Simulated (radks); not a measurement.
The oxygen anion O-, [He] 2s2 2p5, held by a Watson sphere: a shell of charge +1 at radius R that stands for the Madelung well of a crystal (potential energy -1/R inside, -1/r outside, in hartree with lengths in bohr). Method: scalar-relativistic Kohn-Sham, r2SCAN, spin-polarised, spherical densities, finite nucleus; open shells are filled with parallel spins first; meta-GGA in the generalised Kohn-Sham scheme; Fermi nuclear charge, rms radius of each element as measured or else 0.836 A^(1/3) + 0.57 fm; computed with a radial shooting solver on a logarithmic mesh with Libxc functionals.

| R (bohr) | e(2s down) (eV) | e(2p up) (eV) | e(2p down) (eV) | <r> 2p (bohr) | sum of <r^2> (bohr^2) | X-ray form factor at sin(theta)/lambda = 0.2 1/angstrom |
|---|---|---|---|---|---|---|
| 1.95 | -23.085 | -9.194 | -7.445 | 1.419 | 16.04 | 5.895 |
| 1.99 | -22.964 | -9.090 | -7.344 | 1.424 | 16.15 | 5.886 |
| 2.87 | -20.774 | -7.126 | -5.395 | 1.527 | 18.10 | 5.768 |
| 3.19 | -20.171 | -6.560 | -4.822 | 1.557 | 18.65 | 5.749 |

Estimate the row for R = 2.88 bohr.

Answer. e(2s down) (eV) -20.754; e(2p up) (eV) -7.107; e(2p down) (eV) -5.376; <r> 2p (bohr) 1.528; sum of <r^2> (bohr^2) 18.12; X-ray form factor at sin(theta)/lambda = 0.2 1/angstrom 5.767.
